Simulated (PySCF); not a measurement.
Spinor energies of Kr⁺ (krypton, charge +1)

Start: [Ar] 3d10 4s1 4p6; 4s1/2 filled at m_j = +1/2. Calculated with PySCF 2.14 in x2c-SVPall-2c with one added diffuse shell each of s, p, d type (6s7p4d, 47 functions): generalised Hartree-Fock with the X2C-1e Hamiltonian and a Gaussian nucleus; one run each with spin-orbit coupling (SO) switched off, then screened by Boettger's factors. This is a chosen level, not necessarily the ground level.

| spinor shell | electrons | ε, spin-free (eV) | ε, screened SO (eV) | weight of nominal j (screened SO) | rms radius, screened SO (bohr) |
| --- | --- | --- | --- | --- | --- |
| 1s1/2 | 2 | -14414.1 | -14413.8 | 1.000 | 0.0478 |
| 2s1/2 | 2 | -1973.8 | -1973.7 | 1.000 | 0.199 |
| 2p1/2 | 2 | -1742.1 | -1779.1 | 1.000 | 0.175 |
| 2p3/2 | 4 | -1742.1 | -1724.3 | 1.000 | 0.178 |
| 3s1/2 | 2 | -319.13 | -319.11 | 1.000 | 0.566 |
| 3p1/2 | 2 | -243.03 | -248.82 | 0.999 | 0.574 |
| 3d3/2 | 4 | -116.20 | -117.03 | 0.989 | 0.609 |
| 3d5/2 | 6 | -116.20 | -115.64 | 0.993 | 0.613 |
| 4s1/2 | 1 | -45.883 | -45.881 | 1.000 | 1.64 |
| 4p1/2 | 2 | -24.902 | -25.180 | 0.656 | 1.97 |
| 4p3/2 | 4 | -24.902 | -24.773 | 0.828 | 1.99 |

**Question.** Where does 3p3/2 lie, and what is the 3p spin-orbit splitting (screened SO)?

**Answer.** At -240.24 eV, 8.584 eV above 3p1/2.

```tsv
quantity	spin-free	screened SO
E (hartree)	-2786.51265	-2786.65654
M_J	1/2	1/2
⟨J²⟩	0.762	0.762
⟨L²⟩	0.000	0.005
⟨S²⟩	0.762	0.766
```

Each row is a mean over spinors that exchange with the open shell spreads, by up to 3.907 eV (4p3/2).

Rows whose weight is well below 1 are mixtures of j = l ± 1/2: exchange outweighs spin-orbit coupling there, and the label is only the starting occupation.

Without spin-orbit coupling the j labels of p, d and f shells carry no meaning; the spin-free column gives the mean over the occupied spinors of each nl shell.
